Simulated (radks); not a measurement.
Results of a calculation; reference values are marked as such.
Problem. Species: Ar3+. Configuration: [Ne] 3s2 3p2.75 3d0.25 (fractional occupations, a model configuration). Level of theory: Dirac Kohn-Sham, BLYP, spin-unpolarised, spherical densities, point nucleus; open shells are shared between the two j in proportion to 2j + 1 (a radial shooting solver on a logarithmic mesh with Libxc functionals). Some entries of the table are withheld. Estimate them.

orbital,occ.,eigenvalue (hartree),<1/r> (bohr^-1),r(max) (bohr)
1s1/2,2,-116.5879,17.70,0.05605
2s1/2,2,-12.69989,3.564,0.3383
2p1/2,2,-10.30580,(1),(2)
2p3/2,4,-10.22301,(3),(4)
3s1/2,2,-2.41478,1.083,1.128
3p1/2,0.916667,-1.84701,0.9798,1.189
3p3/2,1.83333,-1.83771,0.9746,1.194
3d3/2,0.1,-1.02945,0.7415,1.311
3d5/2,0.15,-1.02882,0.7408,1.312

Solution. 
(1) 2p1/2 <1/r> (bohr^-1): 3.484
(2) 2p1/2 r(max) (bohr): 0.2788
(3) 2p3/2 <1/r> (bohr^-1): 3.454
(4) 2p3/2 r(max) (bohr): 0.2807
